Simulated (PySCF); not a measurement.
# Electronic structure of Tc+ (technetium, charge +1) at the UHF level

Configuration: [Kr] 4d5 5s1, high-spin 7S determinant. Computed with PySCF 2.14 in x2c-SVPall, with scalar relativity by spin-free X2C-1e.

```
Total energy                        : -4282.443369 hartree
One-electron energy                 : -5893.9251 hartree
Hartree (Coulomb) energy            : 1738.9808 hartree
Exchange energy                     : -127.4991 hartree
⟨S²⟩                                : 12.0017
⟨L²⟩                                : 0.000
Sum of ⟨r⟩                          : 28.95 bohr
Sum of ⟨r²⟩                         : 42.80 bohr²
Langevin diamagnetic susceptibility : -33.9 ×10⁻⁶ cm³/mol
Time after the integrals            : 0.14 s of wall time on 1 thread of Neoverse-V2 (shared host)
```

| shell | electrons | mean orbital energy (eV) | rms radius, mean of both spins (bohr) |
| --- | --- | --- | --- |
| 1s α | 1 | -21160.4 | 0.0394 |
| 1s β | 1 | -21160.4 | 0.0394 |
| 2s α | 1 | -3101.3 | 0.162 |
| 2s β | 1 | -3100.0 | 0.162 |
| 2p α | 3 | -2771.1 | 0.144 |
| 2p β | 3 | -2770.0 | 0.144 |
| 3s α | 1 | -580.00 | 0.441 |
| 3s β | 1 | -579.24 | 0.441 |
| 3p α | 3 | -468.33 | 0.447 |
| 3p β | 3 | -467.52 | 0.447 |
| 3d α | 5 | -287.82 | 0.435 |
| 3d β | 5 | -286.07 | 0.435 |
| 4s α | 1 | -101.03 | 1.13 |
| 4s β | 1 | -93.419 | 1.13 |
| 4p α | 3 | -68.489 | 1.26 |
| 4p β | 3 | -58.806 | 1.26 |
| 4d α | 5 | -21.618 | 1.78 |
| 5s α | 1 | -14.388 | 3.33 |

Densities and radii are taken from the X2C orbitals without a picture-change correction, which distorts them close to the nucleus.
